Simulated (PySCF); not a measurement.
Compound: C4H9O2P.
Numbering: `[CH3:1][O:2]/[CH:3]=[P:4]\[CH2:5][O:6][CH3:7]` (hydrogens: H8, H9, H10 on C1; H11 on C3; H12, H13 on C5; H14, H15, H16 on C7)

The same species was optimised twice, with GFN2-xTB and with PBE0-D3(BJ)/def2-SVP (PySCF), and the same property calculations (PySCF, gas phase) were run on both structures.

```
     coordinate  GFN2-xTB  PBE0-D3(BJ)/def2-SVP  change
      O2–C3 (Å)     1.347                 1.330  -0.017
      O6–C7 (Å)     1.403                 1.393  -0.010
      C3=P4 (Å)     1.681                 1.691  +0.010
      C5–O6 (Å)     1.401                 1.394  -0.007
      C1–O2 (Å)     1.407                 1.409  +0.002
      P4–C5 (Å)     1.894                 1.895  +0.001
   P4–C5–O6 (°)     113.3                 115.6    +2.3
   C3–P4–C5 (°)     100.1                  98.9    -1.2
   O2–C3–P4 (°)     125.4                 126.6    +1.2
   C1–O2–C3 (°)     116.3                 117.3    +1.0
   C5–O6–C7 (°)     113.3                 114.0    +0.7
C1–O2–C3–P4 (°)       180                   179      -1
C3–P4–C5–O6 (°)        92                    75     -17
P4–C5–O6–C7 (°)        69                    68      -1
```

Rotational constants: A = 4014, B = 1159, C = 985.6 MHz (GFN2-xTB) against A = 3391, B = 1298, C = 1056 MHz (PBE0-D3(BJ)/def2-SVP). Point groups within 0.08 Å: C1 and C1.

On the GFN2-xTB structure: lowest singlet, TDDFT (eV) 4.44 [CAM-B3LYP/def2-SVPD]; lowest triplet, Tamm–Dancoff (eV) 2.54 [CAM-B3LYP/def2-SVPD]; isotropic polarisability (au) 90.2 [CAM-B3LYP/def2-SVPD]; HOMO (eV) -7.65 [CAM-B3LYP/def2-SVPD]; LUMO (eV) -0.09 [CAM-B3LYP/def2-SVPD]; dipole (D) 1.99 [CAM-B3LYP/def2-SVPD]; HOMO (eV) -6.39 [PBE0/pcSseg-1]; LUMO (eV) -1.08 [PBE0/pcSseg-1]; dipole (D) 2.20 [PBE0/pcSseg-1]; GIAO shielding of C1 (ppm) 125.3 [PBE0/pcSseg-1]; GIAO shielding of O2 (ppm) 174.4 [PBE0/pcSseg-1]; GIAO shielding of C3 (ppm) -21.3 [PBE0/pcSseg-1]; GIAO shielding of P4 (ppm) 177.2 [PBE0/pcSseg-1]; GIAO shielding of C5 (ppm) 118.0 [PBE0/pcSseg-1]; GIAO shielding of O6 (ppm) 300.8 [PBE0/pcSseg-1]; GIAO shielding of C7 (ppm) 126.5 [PBE0/pcSseg-1].

Q: What do these properties become on the PBE0-D3(BJ)/def2-SVP structure?

A: 
| property | level | on GFN2-xTB | on PBE0-D3(BJ)/def2-SVP | change |
| --- | --- | --- | --- | --- |
| lowest singlet, TDDFT (eV) | CAM-B3LYP/def2-SVPD | 4.44 | 4.47 | +0.03 |
| lowest triplet, Tamm–Dancoff (eV) | CAM-B3LYP/def2-SVPD | 2.54 | 2.50 | -0.04 |
| isotropic polarisability (au) | CAM-B3LYP/def2-SVPD | 90.2 | 90.8 | +0.6 |
| HOMO (eV) | CAM-B3LYP/def2-SVPD | -7.65 | -7.58 | +0.07 |
| LUMO (eV) | CAM-B3LYP/def2-SVPD | -0.09 | -0.08 | +0.01 |
| dipole (D) | CAM-B3LYP/def2-SVPD | 1.99 | 2.11 | +0.12 |
| energy, GFN2-xTB geometry as zero (kcal/mol) | CAM-B3LYP/def2-SVPD | 0.0 | -0.3 | -0.3 |
| HOMO (eV) | PBE0/pcSseg-1 | -6.39 | -6.34 | +0.05 |
| LUMO (eV) | PBE0/pcSseg-1 | -1.08 | -1.07 | +0.01 |
| dipole (D) | PBE0/pcSseg-1 | 2.20 | 2.33 | +0.13 |
| energy, GFN2-xTB geometry as zero (kcal/mol) | PBE0/pcSseg-1 | 0.0 | -0.3 | -0.3 |
| GIAO shielding of C1 (ppm) | PBE0/pcSseg-1 | 125.3 | 123.5 | -1.8 |
| GIAO shielding of O2 (ppm) | PBE0/pcSseg-1 | 174.4 | 163.2 | -11.2 |
| GIAO shielding of C3 (ppm) | PBE0/pcSseg-1 | -21.3 | -23.4 | -2.1 |
| GIAO shielding of P4 (ppm) | PBE0/pcSseg-1 | 177.2 | 185.1 | +7.9 |
| GIAO shielding of C5 (ppm) | PBE0/pcSseg-1 | 118.0 | 117.0 | -1.0 |
| GIAO shielding of O6 (ppm) | PBE0/pcSseg-1 | 300.8 | 301.7 | +0.9 |
| GIAO shielding of C7 (ppm) | PBE0/pcSseg-1 | 126.5 | 126.3 | -0.2 |

The heavy atoms differ by 0.204 Å rms after alignment. Among bonds between heavy atoms O2–C3 changes most (-0.017 Å). Changes are differences of the printed values. Neither structure is proved a minimum here.

Conformer computed: `[CH3:1][O:2]/[CH:3]=[P:4]\[CH2:5][O:6][CH3:7]`: C1–O2–C3–P4 179°, C3–P4–C5–O6 75°, P4–C5–O6–C7 68°.
